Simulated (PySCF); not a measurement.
# First hyperpolarisability: SMILES FB(F)c1ccco1, C4H3BF2O

Cartesian coordinates in Å; atom numbers follow the order of the lines, from 1:
```xyz
11

F     2.872   -0.660    1.003
B     2.217    0.291    0.359
F     2.876    1.390    0.049
C     0.741    0.085   -0.002
C    -0.118   -0.963    0.237
C    -1.370   -0.608   -0.331
C    -1.182    0.634   -0.875
O     0.069    1.056   -0.685
H     0.136   -1.881    0.763
H    -2.289   -1.189   -0.341
H    -1.844    1.310   -1.413
```

Level of theory: quadratic response CAM-B3LYP/aug-cc-pVDZ first hyperpolarisability, Taylor convention, gas phase (PySCF 2.14.0). Geometry: PBE0-D3(BJ)/def2-SVP.

Problem. Give β for the processes computed.

Solution. In au, Taylor convention; the vector part is βᵢ = ⅓ Σⱼ (βᵢⱼⱼ + βⱼᵢⱼ + βⱼⱼᵢ); β∥ is 3/5 of the vector part along the dipole, the dipole points from − to +:
| process | λ (nm) | β vector norm | β∥ | β HRS | depolarisation ratio |
| --- | --- | --- | --- | --- | --- |
| static β(0;0,0) | ∞ | 153.2 | 78.8 | 99.6 | 2.27 |
| second harmonic β(−2ω;ω,ω) | 1907 | 171.5 | 89.7 | 108.2 | 2.35 |
| Pockels β(−ω;ω,0) | 1907 | 159.0 | 82.2 | – | – |
| second harmonic β(−2ω;ω,ω) | 1064 | 222.9 | 120.2 | 131.9 | 2.54 |
| Pockels β(−ω;ω,0) | 1064 | 172.9 | 90.5 | – | – |

Problem. Which lowest excitations, dipole and polarisabilities go with it?

Solution. S1 5.44 eV (f = 0.312); S2 6.32 eV (f = 0.001); S3 6.42 eV (f = 0.024); dipole 2.84 D; isotropic α 62.9 au static, 63.2 au at 1907 nm, 63.7 au at 1064 nm, 63.9 au at 953.5 nm, 66.4 au at 532 nm.
